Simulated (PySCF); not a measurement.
Members of one family of related compounds. Theory: PySCF, TDDFT B3LYP/def2-SVPD, vertical, gas phase, core orbitals frozen in the response, def2 core potentials past Kr. Geometries: PBE0-D3(BJ)/def2-SVP; one conformer of each isolated species. Triplets are in the Tamm–Dancoff approximation. 'Strongest' means the level of largest summed f among the lowest 10 singlets; it needn't be the same kind of state in each. Atoms past krypton carry core potentials; spin–orbit coupling is left out.

Task: Rank by computed LUMO energy, lowest first.
A. SbH2(iPr), `[H][Sb]([H])[CH](C)C`
B. SbH2(vinyl), `[H][Sb]([H])[CH]=C`
C. SbH2I, `[H][Sb]([H])[I]`
D. SbH2Br, `[H][Sb]([H])[Br]`
E. SbH2(OtBu), `[H][Sb]([H])[O]C(C)(C)C`
F. SbH2(NMe2), `[H][Sb]([H])[N](C)C`
G. SbH2(OEt), `[H][Sb]([H])[O]CC`

Result: C (-2.44 eV), D (-2.26 eV), G (-1.39 eV), E (-1.19 eV), F (-0.86 eV), B (-0.67 eV), A (-0.55 eV).

```csv
SMILES,LUMO (eV),strongest (eV),T1 (eV),gap (eV),S1 (eV),α (au),S1 mainly
[H][Sb]([H])[I],-2.44,6.73,3.08,4.51,3.60,82.8,H→L (98%)
[H][Sb]([H])[Br],-2.26,7.27,3.52,5.09,4.16,67.3,H→L (97%)
[H][Sb]([H])[O]CC,-1.39,5.97,3.80,5.50,4.47,76.1,H→L (92%)
[H][Sb]([H])[O]C(C)(C)C,-1.19,5.07,3.96,5.68,4.76,99.6,H→L (64%)
[H][Sb]([H])[N](C)C,-0.86,6.31,3.72,5.14,4.10,80.5,H→L (98%)
[H][Sb]([H])[CH]=C,-0.67,7.19,4.37,6.35,5.36,71.1,H→L (94%)
[H][Sb]([H])[CH](C)C,-0.55,7.63,4.45,6.09,5.42,85.4,H→L (94%)
```

H and L stand for HOMO and LUMO.

- `[H][Sb]([H])[I]`: Löwdin shares by element: HOMO iodine 71%, antimony 21%, hydrogen 8%; LUMO antimony 52%, iodine 38%, hydrogen 10%.
- `[H][Sb]([H])[Br]`: Löwdin shares by element: HOMO bromine 51%, antimony 35%, hydrogen 14%; LUMO antimony 56%, bromine 32%, hydrogen 12%.
- `[H][Sb]([H])[O]CC`: Löwdin shares by element: HOMO oxygen 39%, antimony 35%, hydrogen 10% or more, carbon 6% or more; LUMO antimony 58%, hydrogen 16% or more, oxygen 16%.
- `[H][Sb]([H])[O]C(C)(C)C`: Löwdin shares by element: HOMO antimony 44%, oxygen 29%, hydrogen 14% or more; LUMO antimony 56%, oxygen 16%, hydrogen 16% or more.
- `[H][Sb]([H])[N](C)C`: Löwdin shares by element: HOMO nitrogen 57%, carbon 19%, antimony 5% (atoms not listed hold the other 19%); LUMO antimony 56%, hydrogen 17% or more, nitrogen 12% (atoms not listed hold the other 15%).
- `[H][Sb]([H])[CH]=C`: Löwdin shares by element: HOMO antimony 64%, hydrogen 16% or more, carbon 14% or more; LUMO carbon 57%, antimony 19%, hydrogen 8% or more (atoms not listed hold the other 16%).
- `[H][Sb]([H])[CH](C)C`: Löwdin shares by element: HOMO antimony 58%, carbon 19% or more, hydrogen 11% or more; LUMO antimony 46%, hydrogen 17% or more, carbon 12% or more (atoms not listed hold the other 24%).
